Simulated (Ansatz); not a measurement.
Ansatz results at the PBE0-D4/def2-TZVP geometry: HOMO energy (PBE/def2-TZVPP) -5.56 eV; HOMO energy (B3LYP/def2-TZVPP) -6.77 eV; size of the dipole moment (B3LYP/def2-TZVPP) 1.23 D.

Each molecule was computed in one conformer, which needn't be the lowest.

Problem. Which molecule gave them?
A. `[AlH2][NH][SiH3]`
B. `OC1CC[Se]1`
C. `O=C([SiH3])BO`
D. `C[O][Al]1[CH2][NH]1`

Solution. C. The others give `OC1CC[Se]1`: -5.07, -6.00, 1.07; `C[O][Al]1[CH2][NH]1`: -4.99, -6.06, 1.70; `[AlH2][NH][SiH3]`: -6.49, -7.54, 0.92.

B3LYP here is the variant with VWN-RPA as its local correlation; programs differ in this.
